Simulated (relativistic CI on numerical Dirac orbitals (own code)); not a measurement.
**Energy levels of Cs¹⁶⁺**

These numbers are calculated, not measured: Dirac-Coulomb-Breit CI, orbitals from a KLI potential per configuration, a model potential for QED, unscaled Slater integrals (own radial code, finite nucleus).

Configuration list (outside the closed core [Ar] 3d10): 4s2 4p6 4d3, 4s2 4p5 4d4, 4s2 4p6 4d2 4f, 4s 4p6 4d4, 4s2 4p5 4d3 4f, 4s2 4p6 4d2 5s, 4s2 4p6 4d2 5p, 4s 4p6 4d3 4f, 4s2 4p6 4d 4f 5s, 4s2 4p6 4d2 5d, 4s2 4p6 4d 5s 5p, 4s2 4p5 4d3 5s, 4s2 4p6 4d2 5f, 4s2 4p6 4d2 6s, 4s2 4p5 4d3 5p, 4s2 4p6 4d2 6p, 4s2 4p6 4d2 5g, 4s2 4p6 4d2 6d, 4s2 4p6 4d2 6f, 4s2 4p6 4d2 7s, 4s2 4p6 4d 4f2, 4s2 4p6 4f3, 4s2 4p5 4d 4f3, 4s2 4p6 4f2 5s, 4s2 4p6 4f2 5p, 4s2 4p6 4d 5s2, 4s2 4p6 4f 5s2, 4s2 4p5 4d 4f 5s2, 4s2 4p6 5s2 5p, 4s2 4p6 4d 5p2, 4s2 4p6 4f 5p2, 4s2 4p5 4d 4f 5p2, 4s2 4p6 5s 5p2, 4s2 4p6 5p3. Double excitations out of closed p, d and f shells are left out; levels of such configurations are missing from the list, as are those of other unlisted configurations, and high levels can miss mixing partners. These lack a partner that the ground configuration has and come out too high: 4s 4p6 4d3 4f, 4s2 4p6 4d2 5d, 4s2 4p5 4d3 5s, 4s2 4p6 4d2 5f, 4s2 4p6 4d2 6s.

The lowest level is 4s2 4p6 4d3 4F_3/2, with 84 % of that term; Hund's rules for 4s2 4p6 4d3 give 4F with J = 3/2, in agreement.

```csv
No.,Configuration,Term,J,E (cm⁻¹),%,Next component (%),Lifetime (s)
1,4s2 4p6 4d3,4F,3/2,0,84,13 2D,
2,4s2 4p6 4d3,4F,5/2,12822,94,4 2D,1.25e-02
3,4s2 4p6 4d3,4F,7/2,23503,85,11 2G,2.28e-02
4,4s2 4p6 4d3,4F,9/2,30787,60,29 2G,1.34e-01
5,4s2 4p6 4d3,4P,3/2,32708,54,30 2P,7.47e-03
6,4s2 4p6 4d3,4P,1/2,36962,76,22 2P,3.76e-02
7,4s2 4p6 4d3,2G,7/2,49578,83,13 4F,2.88e-03
8,4s2 4p6 4d3,2H,9/2,51188,57,30 4F,4.52e-03
9,4s2 4p6 4d3,4P,5/2,52811,91,6 2D,9.64e-03
10,4s2 4p6 4d3,2D,3/2,61274,47,35 4P,1.34e-03
11,4s2 4p6 4d3,2P,1/2,65765,76,22 4P,2.82e-03
12,4s2 4p6 4d3,2H,11/2,68892,98,1 4s2 4p5 4d3 4f 2H,9.60e-03
13,4s2 4p6 4d3,2D,5/2,75174,91,4 4F,2.53e-03
14,4s2 4p6 4d3,2G,9/2,79204,57,32 2H,1.81e-03
15,4s2 4p6 4d3,2F,5/2,87743,87,9 2D,4.80e-03
16,4s2 4p6 4d3,2F,7/2,88824,93,4 2G,4.30e-03
17,4s2 4p6 4d3,2P,3/2,90510,58,30 2D,1.28e-03
18,4s2 4p6 4d3,2D,3/2,135229,98,1 4s2 4p5 4d3 4f 2D,9.61e-04
19,4s2 4p6 4d3,2D,5/2,138196,86,9 2F,5.80e-04
20,4p5 4d4(5D),6D°,5/2,686928,66,11 6P°,2.84e-09
21,4p5 4d4(5D),6D°,7/2,688153,71,15 6F°,6.11e-09
22,4p5 4d4(5D),6D°,3/2,688701,56,14 6P°,1.65e-09
23,4p5 4d4(5D),6D°,9/2,692774,72,19 6F°,6.47e-07
24,4p5 4d4(5D),6D°,1/2,700690,70,21 4P°,5.88e-10
25,4p5 4d4(5D),6F°,11/2,719898,80,17 4G°,9.39e-08
26,4p5 4d4(3P),4P°,3/2,728193,22,16 6D°,4.96e-10
27,4p5 4d4(5D),6P°,3/2,728895,33,21 4D°,8.41e-10
28,4p5 4d4(3F),4D°,7/2,734006,39,17 2F°,2.64e-09
29,4p5 4d4(5D),4F°,9/2,734742,30,27 6F°,1.65e-09
30,4s2 4p5 4d4,4D°,5/2,735341,27,22 6F°,1.23e-09
```

Energies count from the lowest computed level; ° marks odd parity; lifetimes are radiative, by E1, M1, E2, M2, E3 decay to levels of this space only. Percentages are summed over parent terms; the parents shown are those of the largest component, closed shells are left out there.

The mean weight of the leading LS term, summed over parents, in these 30 levels is 68 %, and that of the leading jj configuration (from the same eigenvectors) 65 %.

At this charge energies of transitions that change n are usually good to better than 1 %, and those within a shell (Δn = 0) to a few per cent. Terms inside the open d or f shell come out 10 to 20 % too wide with unscaled integrals.

LS names give the leading component of a level, which can be under half, so a name can repeat, a term be missing and a line seem to break the LS rules.
